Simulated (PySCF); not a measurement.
# MB for M along the 3d metals

PBE0 with triple-zeta basis sets in PySCF, for the lowest determinant that a PBE0 search found; no spin–orbit coupling. De refers to high-spin ground-configuration atoms. A positive dipole means M(−)B(+).

| M | basis | state (unpaired electrons) | Re (Å) | ωe (cm⁻¹) | De (eV) | μ (D) |
| --- | --- | --- | --- | --- | --- | --- |
| Sc | def2-TZVPP | quintet (σ ↑↑, π ↑↑) | 2.073 | 633 | 2.34 | -4.06 |
| Ti | def2-TZVPP | sextet (σ ↑↑, π ↑↑, δ ↑) | 2.027 | 642 | n/a | -3.49 |
| V | def2-TZVPP | septet (σ ↑↑, π ↑↑, δ ↑↑) | 2.000 | 634 | n/a | -3.13 |
| Ni | x2c-TZVPPall | doublet (σ ↑) | 1.655 | 819 | n/a | -1.81 |
| Cu | def2-TZVPP | singlet (closed shell) | 1.957 | 500 | 2.07 | -1.82 |
| Zn | x2c-TZVPPall | doublet (π ↑) | 2.222 | 320 | 0.54 | -1.86 |

The shortest bond is that of NiB (1.655 Å), the longest that of ZnB (2.222 Å).

The rows differ in basis set, which adds steps of its own.

The state changes along the series, so neighbouring rows are not always alike in their bonding.

De is left out where the level can put another filling of the metal’s s and d shells below the measured ground configuration, by anything from nothing to about 1 eV. The metal atom is held in its measured ground configuration; semilocal functionals can put another filling of s and d lower by some tenths of an eV, and De to that atom would be smaller. States were picked by a PBE0 search and need not be the measured ground states.
